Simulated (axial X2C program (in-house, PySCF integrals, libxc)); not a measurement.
Photoelectron levels of CaI⁻ by EOM-IP-CCSD

Calculated with an in-house all-electron X2C program for linear molecules (integrals from PySCF): two-component X2C with atomic mean-field Coulomb and Gaunt terms, Gaussian nuclei, basis I dyall-acv3z, Ca dyall-acv3z with contracted cores.

R = 3.459 Å (1.150 times 3.008 Å, the PBE0 minimum at charge -1 for the lowest determinant).

Vertical detachment energies of CaI⁻ to the states of CaI:

| Ω of CaI | vertical detachment energy (eV) | above lowest (cm⁻¹) | ionised spinor | one-hole weight |
| --- | --- | --- | --- | --- |
| 1/2 | 1.898 | 0 | 73% Ca sσ, 15% Ca pσ, 6% I pσ | 0.96 |
| 3/2 | 4.403 | 20206 | 92% I pπ | 0.90 |
| 1/2 | 4.662 | 22294 | 56% I pπ, 33% I pσ | 0.70 |

Take the first Ω = 1/2 and Ω = 3/2 rows of π character: how far apart are they, and which lies lower?

E(3/2) − E(1/2) = 20206 − 22294 = -2088 cm⁻¹ at EOM-IP-CCSD: inverted, Ω = 3/2 lower. Splittings at this level can be off by ten to twenty per cent.

This point took 15 s on 1 thread of Arm Neoverse V2, with other jobs on the host.

Reference electrons by ω block (each with its −ω partner): 1/2: 25, 3/2: 10, 5/2: 2. 18 electrons of CaI⁻ correlated (inner shells frozen), 84 natural virtual spinors (a truncated set); levels can be off by some tenths of an eV. Roots sought by Ω: (1/2: 4, 3/2: 3, 5/2: 1); rows need 60 % one-particle weight and stop where some Ω has no more roots. Missing are any skipped roots, higher Ω and states of a further excitation; these come out far too high here and may in truth be low or lowest. T1 of the reference 0.015 (Lee–Taylor). Number of frozen shells: I 4 s, 3 p, 2 d; Ca 2 s, 1 p. Large amplitudes in the reference (orbital relaxation or multireference character) lower the reliability.
